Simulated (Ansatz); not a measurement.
Reactions of C5H8Se, SMILES `C=CC[Se]C=C`.

Gas-phase electronic energies from Ansatz, PBE0-D4/def2-TZVP geometries. CBS: MP2 limit from def2 TZ/QZ plus the TZ coupled-cluster correction, frozen cores. This one scheme is used for every species, atoms too. Functionals use def2-TZVPP. No spin–orbit coupling; open shells (•) take unrestricted orbitals. Spin–orbit coupling would lower the free atoms: a little for C; clearly for Se. def2 core potentials past Kr. For Ge, Se, Sn outer-core shells are correlated without core-valence functions, so the limit isn't a true one: a few kJ/mol of doubt a bond, and 10 to 20 or more in all where bonds break to atoms. Scalar relativity is left out up to krypton. One conformer a species, not always the lowest.

| reaction | ωB97X-V (kJ/mol) | MP2/CBS(def2) (kJ/mol) |
| --- | --- | --- |
| `C=CC[Se]C=C` + `C=N` → `C=C[Se]C=N` + propene | -18 | -13 |
| `C=CC[Se]C=C` + CH₄ → `C=C[Se]CC` + ethylene | 19 | 23 |
| `C=CC[Se]C=C` + `F[SiH](F)F` → `C=C[Se][Si](F)(F)F` + propene | -89 | -80 |
| `C=CC[Se]C=C` → 5 C• + 8 H• + Se• | 5613 | 5706 |
| `C=CC[Se]C=C` + H₂O → `C=C[Se]CO` + ethylene | 55 | 77 |
| `C=CC[Se]C=C` + silanol → `C=C[Se][SiH2]O` + propene | -107 | -106 |
| `C=CC[Se]C=C` + `[CH3][SnH]([CH3])[CH3]` → `C=C[Se][Sn]([CH3])([CH3])[CH3]` + propene | -123 | -136 |
| `C=CC[Se]C=C` + GeH₄ → `C=C[Se][GeH3]` + propene | -89 | -88 |
| `C=CC[Se]C=C` + CH₃OH → `C=C[Se]CO` + propene | -9 | -2 |

**Question.** Give the CCSD(T)/CBS values in the same order. (Best estimate.)

**Answer.** The calculation gave: -13, 19, -84, 5618, 66, -107, -131, -89, -6 kJ/mol.

Largest T1 diagnostic: 0.012, for `C=C[Se]C=N`.
